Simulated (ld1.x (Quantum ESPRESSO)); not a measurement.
## Cutoff test, Tc, TM semilocal

ld1.x (Quantum ESPRESSO) 7.5 input, shortened:

```
&input
   title='Tc', zed=43., rel=1, dft='PBESOL', iswitch=3,
   config='[Kr] 4d5 5s1.5 5p0.5'
 /
 &inputp
   pseudotype=1, tm=.true., lloc=0,
   nlcc=.false.
 /
3
5P  2  1   0.50   0.00  3.05  3.05  0.0
4D  3  2   5.00   0.00  1.30  1.30  0.0
5S  1  0   1.50   0.00  2.50  2.50  0.0
 &test
   configts(1)='4d5 5s1.5 5p0.5'
 /
```

The pseudo-atom Hamiltonian at the reference potential is diagonalised in spherical Bessel functions j_l(qr) that vanish at 20 bohr, with q² up to the cutoff. All-electron valence levels (Ry): 5p -0.1295, 4d -0.5424, 5s -0.4091.

Task: How do the lowest levels (Ry) of each channel move with the cutoff, and are there ghosts?

Result:

```json
{"cutoff (Ry)": "8", "p #1": "-0.1294", "p #2": "0.0300", "d #1": "-0.0560", "s #1": "-0.4056", "s #2": "-0.0124", "Σ f·Δε (mRy)": "2437.3"}
{"cutoff (Ry)": "15", "p #1": "-0.1295", "p #2": "0.0300", "d #1": "-0.2609", "s #1": "-0.4086", "s #2": "-0.0127", "Σ f·Δε (mRy)": "1408.2"}
{"cutoff (Ry)": "25", "p #1": "-0.1295", "p #2": "0.0300", "d #1": "-0.4563", "s #1": "-0.4090", "s #2": "-0.0127", "Σ f·Δε (mRy)": "430.7"}
{"cutoff (Ry)": "45", "p #1": "-0.1295", "p #2": "0.0300", "d #1": "-0.5375", "s #1": "-0.4091", "s #2": "-0.0127", "Σ f·Δε (mRy)": "24.8"}
{"cutoff (Ry)": "60", "p #1": "-0.1295", "p #2": "0.0300", "d #1": "-0.5420", "s #1": "-0.4091", "s #2": "-0.0127", "Σ f·Δε (mRy)": "2.4"}
{"cutoff (Ry)": "90", "p #1": "-0.1295", "p #2": "0.0300", "d #1": "-0.5424", "s #1": "-0.4091", "s #2": "-0.0127", "Σ f·Δε (mRy)": "0.1"}
{"cutoff (Ry)": "400", "p #1": "-0.1295", "p #2": "0.0300", "d #1": "-0.5424", "s #1": "-0.4091", "s #2": "-0.0127", "Σ f·Δε (mRy)": "0.0"}
```

Result: no extra level below or beside the all-electron valence levels (p, d, s tested); the semilocal form is local in each channel, so this says nothing of the separable form that plane-wave codes build from it; 10 mRy is reached at 50 Ry and 1 mRy at 70 Ry.
